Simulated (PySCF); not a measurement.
## Frontier orbitals and the lowest excitations

SbMe2F, C₂H₆FSb.
Cartesian coordinates in Å at the PBE0-D3(BJ)/def2-SVP level; atoms count from 1:
```
atom  x, y, z in Å
Sb1   -0.347   -0.619    1.128
C2     1.492   -0.560   -0.001
H3     1.970    0.426    0.109
H4     1.246   -0.733   -1.058
H5     2.186   -1.338    0.346
C6    -1.239    0.999    0.013
H7    -2.303    1.096    0.270
H8    -1.140    0.789   -1.062
H9    -0.726    1.943    0.252
F10   -1.139   -2.004    0.004
```

Method: TDDFT wB97X-D/def2-SVPD, vertical, gas phase, core orbitals frozen in the response, def2 core potentials past Kr in PySCF 2.14.0, density-fitted response routines. Spin–orbit coupling is left out.

Kohn–Sham orbitals with the atoms that hold most of them (Löwdin shares over 4%, at most four atoms; ? is withheld):

```tsv
orbital	ε (eV)	atoms
LUMO+2	2.25	Sb1 47%, C6 12%, C2 12%, H9 6%
LUMO+1	1.56	Sb1 50%, C2 14%, C6 13%, F10 6%
LUMO	0.69	?
HOMO	-8.87	?
HOMO-1	-10.39	C6 25%, C2 25%, Sb1 22%, F10 11%
HOMO-2	-12.52	F10 72%, Sb1 7%, C2 6%, C6 6%
HOMO-3	-12.72	F10 70%, C6 8%, C2 7%
```

Q: Which atoms hold the HOMO, and with what shares?

A: Sb1 (bonded to 2 C and F) 56%; C2 (bonded to Sb and 3 H) 14%; C6 (bonded to Sb and 3 H) 14%; F10 (bonded to Sb) 9%. By element: antimony 56%, carbon 28%, fluorine 9%.

Q: Give the leading atoms of the LUMO.

A: Sb1 (bonded to 2 C and F) 62%; F10 (bonded to Sb) 15%; C2 (bonded to Sb and 3 H) 8%; C6 (bonded to Sb and 3 H) 8%. By element: antimony 62%, carbon 16%, fluorine 15%.

Q: How does S1 compare with the orbital gap of 9.56 eV?

A: S1 is at 4.92 eV (f = 0.047), 4.64 eV below the gap, made of HOMO→LUMO (98%). Without the coupling terms of the response equations the lowest excitation would equal the gap.

Q: Give energy, strength and leading configuration of S1, S6 and S7, and follow the Löwdin shares of the leading atoms from the occupied to the empty orbital.

A: 
- S1 (4.92 eV, f 0.047), HOMO→LUMO (98%): Sb1 56% → 62%, C2 14% → 8%, F10 9% → 15%
- S6 (7.81 eV, f 0.228), HOMO-1→LUMO+1 (86%): C6 25% → 13%, C2 25% → 14%, Sb1 22% → 50%
- S7 (8.30 eV, f 0.079), HOMO-2→LUMO (74%): F10 72% → 15%, Sb1 7% → 62%
